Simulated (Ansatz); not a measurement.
Setting up GeSiH3ClO (SMILES Cl[SiH]1[O][GeH2]1) in Ansatz

GeSiH3ClO: 7 atoms, total charge 0, spin state singlet. As SMILES, `Cl[SiH]1[O][GeH2]1`. The shape is that of a PBE0-D4/def2-TZVP optimisation.

```xyz
7

Cl    0.9467   -2.4888    0.6557
Si   -0.2693   -1.0382   -0.1018
O     0.3998    0.0132   -1.1574
Ge    0.0448    1.1529    0.3269
H    -1.5380   -1.6919   -0.4844
H    -0.9002    2.2741   -0.1282
H     1.3775    1.7106    0.8435
```

Settings wanted:

* basis set: 6-31G*
* integral approximation: none
* task: energy
* method: DFT
* functional: BLYP
* dispersion: none
* reference: RKS
* accuracy: high
* start density: atoms
* d and f functions: spherical

Problem. Give an Ansatz 0.2.0 job that does this.

Solution. One that was run (others would do as well):

job.yaml:
```yaml
crystal:
  periodic: [false, false, false]
  atoms:
    - {symbol: Cl, position_ang: [0.946700, -2.488800, 0.655700]}
    - {symbol: Si, position_ang: [-0.269300, -1.038200, -0.101800]}
    - {symbol: O, position_ang: [0.399800, 0.013200, -1.157400]}
    - {symbol: Ge, position_ang: [0.044800, 1.152900, 0.326900]}
    - {symbol: H, position_ang: [-1.538000, -1.691900, -0.484400]}
    - {symbol: H, position_ang: [-0.900200, 2.274100, -0.128200]}
    - {symbol: H, position_ang: [1.377500, 1.710600, 0.843500]}
basis:
  gaussian: {orbitals: 6-31G_st_-spherical.json}
hamiltonian: {xc: {name: BLYP}}
accuracy: high
output: {orbitals: {seedname: orbitals}}
```

```bash
$ ansatz run job.yaml --threads 1 --pin off --max-ram 3480MiB --events-out events.jsonl --progress --plain --runs-dir runs
```

(Basis files named in the input come from the Basis Set Exchange and aren't shown.)

Calculated total energy: -2903.47657 Eh.
